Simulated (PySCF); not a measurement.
Match the calculated data to a structure.

All candidates are C4H8ClFO2S.

* NMR, other nuclei: isotropic shieldings of nuclei other than C and H, by class: 22 (1 O), 49 (1 O), 382 (1 F), 143 (1 S), 378 (1 Cl) ppm [GIAO PBE0/pcSseg-1]
* Dipole: 2.49 D [PBE0/pcSseg-1]
* 13C NMR: chemical shifts (computed TMS as zero) by class: 90.6 (1 C), 81.2 (1 C), 23.6 (1 C), 15.6 (1 C) ppm [GIAO PBE0/pcSseg-1]
* 1H NMR: chemical shifts (computed TMS as zero) by class: 4.79 (1 H), 3.27 (1 H), 1.84 (3 H), 1.71 (3 H) ppm [GIAO PBE0/pcSseg-1]
* Rotational structure: rotational constants A, B, C: 2.052, 0.852, 0.708 GHz [GFN2-xTB]

Electronic properties: PySCF, gas phase, density fitting. Levels stand in brackets. Geometry: GFN2-xTB, one conformer, isolated molecule. NMR classes are plain means over equivalent atoms (diastereotopic ones count apart unless rotation or inversion swaps them), as if these changed places fast.

Question: Which candidate is it?
A. `CC(C)(CF)S(=O)(=O)Cl`
B. `C[C@@H](F)[C@H](C)S(=O)(=O)Cl`
C. `CC[C@](C)(F)S(=O)(=O)Cl`

Answer: B. It is `C[C@@H](F)[C@H](C)S(=O)(=O)Cl`. Numbering: `[CH3:1][C@@H:2]([F:3])[C@H:4]([CH3:5])[S:6](=[O:7])(=[O:8])[Cl:9]`. 4 carbons fall into 4 classes; from least to most shielded: sp3 C–F carbon [C2] (90.6 ppm), sp3 carbon bound to sulfur [C4] (81.2 ppm), methyl carbon [C1] (23.6 ppm), methyl carbon [C5] (15.6 ppm). Hydrogen classes from least to most shielded: 1 H on an sp3 C–F carbon, C2 (4.79 ppm), 1 H on an sp3 carbon bound to sulfur, C4 (3.27 ppm), 3 H on a methyl carbon, C5 (1.84 ppm), 3 H on a methyl carbon, C1 (1.71 ppm, a mean of values up to 0.6 ppm apart in this geometry). The other shieldings belong to: 22 ppm, sulfonyl oxygen [O7]; 49 ppm, sulfonyl oxygen [O8]; 382 ppm, alkyl fluorine [F3]; 143 ppm, sulfonyl sulfur [S6]; 378 ppm, chlorine bonded to S [Cl9]. The optimised geometry has point group C1 and is an asymmetric top.

The others, at the same levels:
- `CC(C)(CF)S(=O)(=O)Cl` fails: it has 3 carbon classes against 4; its computed 13C shifts are 86.2 (1 C), 80.6 (1 C), 19.8 (2 C) ppm, 1H shifts are 4.87 (2 H), 1.75 (6 H) ppm and smallest rotational constant is 0.812 GHz (against 0.708 GHz).
- `CC[C@](C)(F)S(=O)(=O)Cl` fails: its computed 13C shifts are 123.7 (1 C), 31.0 (1 C), 20.1 (1 C), 9.8 (1 C) ppm, 1H shifts are 2.62 (1 H), 1.99 (3 H), 1.98 (1 H), 1.11 (3 H) ppm and rotational constant A is 1.770 GHz (against 2.052 GHz).

Each candidate is one conformer, not necessarily the lowest. Dipoles, sizes and rotational constants follow the conformer. The torsions of the flexible species, by atom-mapped SMILES:
- `[CH3:1][C@@H:2]([F:3])[C@H:4]([CH3:5])[S:6](=[O:7])(=[O:8])[Cl:9]`: C1–C2–C4–C5 -176°, C2–C4–S6–O7 -78°
- `[CH3:1][C:2]([CH3:3])([CH2:4][F:5])[S:6](=[O:7])(=[O:8])[Cl:9]`: C1–C2–C4–F5 -66°, C1–C2–S6–O7 175°
- `[CH3:1][CH2:2][C@:3]([CH3:4])([F:5])[S:6](=[O:7])(=[O:8])[Cl:9]`: C1–C2–C3–C4 -55°, C2–C3–S6–O7 49°
